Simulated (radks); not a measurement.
Question: The mean radii <r> (bohr) of the occupied orbitals of an atom or ion are listed with their occupations. All-electron calculation, Dirac Kohn-Sham, PBE, spin-unpolarised, spherical densities, point nucleus. Program: a radial shooting solver on a logarithmic mesh with Libxc functionals.

orbital  occ.      <r>
1s1/2       2  0.05031
2s1/2       2   0.2259
2p1/2       2   0.1959
2p3/2       4   0.1993
3s1/2       2   0.6653
3p1/2       2   0.6802
3p3/2       4   0.6893
3d3/2       4   0.7330
3d5/2       3   0.7363

Name the element and its charge. Open shells, if any, fill j = l - 1/2 first.

Answer: Z = 30, zinc, charge +5: Zn5+ in [Ar] 3d7. The 1s radius gives Z: for a bare nucleus <r> = (2 gamma + 1)/(2Z) with gamma = sqrt(1 - (Z/c)^2), 0.04919 bohr for Z = 30, and screening makes it slightly larger (0.05031 here). The occupations add up to 25, and the charge is Z minus that.
